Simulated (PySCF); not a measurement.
C5H2ClF3S2.
Geometry (GFN2-xTB, Å), atoms numbered from 1 in this order:
```
atom  x, y, z in Å
F1    -1.9406   -1.6904    0.3963
C2    -2.4778   -0.5456   -0.0232
F3    -2.4459    0.2981    1.0108
F4    -3.7477   -0.7709   -0.3265
S5    -1.5805    0.1328   -1.4773
C6     0.0272    0.1157   -0.7636
C7     0.5241    0.9928    0.1534
C8     1.8478    0.6928    0.5254
C9     2.3367   -0.4000   -0.1285
Cl10   3.8970   -1.0668    0.0339
S11    1.1846   -1.1022   -1.2116
H12   -0.0425    1.8150    0.5507
H13    2.4132    1.2577    1.2424
```

Computed at PBE0/pcSseg-1 (PySCF, non-relativistic), with Q(33S) = −0.0678 b, Q(35Cl) = −0.0817 b: S5, 33S (I = 3/2): χzz = 51.47 MHz, η = 0.614; Cl10, 35Cl (I = 3/2): χzz = -79.31 MHz, η = 0.049; S11, 33S (I = 3/2): χzz = -31.30 MHz, η = 0.711.

Find the zero-field quadrupole resonance frequencies of 33S at S5.

From ν = (|χ|/2)√(1 + η²/3): ν = 27.30 MHz (sulfide sulfur).

Find the zero-field quadrupole resonance frequencies of 35Cl at Cl10.

From ν = (|χ|/2)√(1 + η²/3): ν = 39.67 MHz (aryl chlorine). For 37Cl the ratio of quadrupole moments, 0.7881, gives 31.26 MHz.

Where would the pure quadrupole (NQR) lines of 33S at S11 fall for the rigid, isolated species?

From ν = (|χ|/2)√(1 + η²/3): ν = 16.92 MHz (thiophene-type sulfur).

Apply the simplest Townes–Dailey estimate (no s hybridisation, no π bonding), ionic character = 1 − χzz/χ0, where χ0 is the coupling for one missing p electron along the bond: −109.74 MHz for 35Cl.

Cl10 on C9: 1 − (-79.31)/(-109.74) = 0.28. In this model a purely covalent bond gives χ0 and a free halide ion gives zero; s hybridisation or π bonding, where present, is counted here as ionic character.

In a crystal, neighbours and librations shift these lines. GFN2-xTB bond lengths can be off by several hundredths of an ångström, more for odd bonds, and the gradients follow them. With a basis this small, the couplings can be 20 % off.

One conformer stands for the species.
